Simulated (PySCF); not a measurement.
# Correlation energy of Fe (iron, neutral)

Starting occupation: [Ar] 3d6 4s2, 3d3/2 with m_j = +3/2, 3d5/2 with m_j = -3/2, -1/2, +1/2, +3/2, +5/2. Calculation: PySCF 2.14, in x2c-TZVPall-2c (6s7p4d1f, 54 functions); X2C-1e with screened-nucleus spin-orbit coupling, Gaussian nucleus. Frozen: [Ne]; 16 electrons correlated; the 6 highest virtual spinors left out.

MP2 pair energies summed by pair of shells (mhartree):

| pair | energy | share (%) |
| --- | --- | --- |
| 3d-3p | -153.38 | 35.7 |
| 3d-3d | -103.18 | 24.0 |
| 3p-3p | -64.78 | 15.1 |
| 3d-4s | -24.20 | 5.6 |
| 3p-3s | -23.25 | 5.4 |
| 3d-3s | -23.15 | 5.4 |
| 4s-4s | -21.27 | 4.9 |
| 3p-4s | -12.92 | 3.0 |
| 3s-3s | -3.14 | 0.7 |
| 3s-4s | -0.86 | 0.2 |

Total MP2 correlation energy: -430.12 mhartree.

The GHF reference relaxed away from the jj start to a determinant that is no pure jj level (⟨S²⟩ = 6.01, ⟨J²⟩ = 20.02); the energies belong to that determinant.

This basis was not built for core-valence correlation, so the inner-shell part is incomplete.
